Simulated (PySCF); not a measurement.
**MGa cations for M along the alkaline earths**

CCSD(T) with double-zeta basis sets in PySCF, for the lowest determinant that a PBE0 search found; no spin–orbit coupling. De refers to high-spin ground-configuration atoms (the charge goes to the atom of lower measured ionisation energy or higher electron affinity, which is not always the lowest computed limit).

```csv
M,basis,"reference, frozen orbitals",charged atom,state (unpaired electrons),Re (Å),ωe (cm⁻¹),De (eV)
Be,cc-pVDZ/cc-pVDZ-PP,"RHF, 4",Ga+,singlet (closed shell),2.865,214,0.47
Mg,def2-SVP,"RHF, 10",Ga+,singlet (closed shell),3.151,149,0.80
Ca,pcseg-1,"RHF, 14",Ga+,singlet (closed shell),3.544,125,1.35
Sr,def2-SVP,"RHF, 9",Sr+,singlet (closed shell),3.619,99.8,1.24
```

(1) By what factor does the bond length vary along the series?

The rows differ in basis set, which adds steps of its own.

Relativity is treated differently too: Be scalar-relativistic core potentials; Mg no relativity; Ca no relativity; Sr scalar-relativistic core potentials.

Down a group bonds as a rule get longer and wavenumbers fall, partly through the reduced mass; this series shows no clear exception.

Correlated steps freeze the inner cores (4 to 14 orbitals); shallow outer-core shells are correlated. Weak bonds: BeGa⁺. Basis-set superposition, not corrected here, can be much of De in a small basis, most of all at correlated wavefunction levels. For an ion De counts to the pair picked by the measured ionisation energies or electron affinities, which need not be the lowest pair at this level. Where the molecule has an RHF reference, its open-shell atoms are computed with UHF.

Answers

(1) At CCSD(T) it runs from 2.865 Å (BeGa⁺) to 3.619 Å (SrGa⁺), a factor of 1.26.
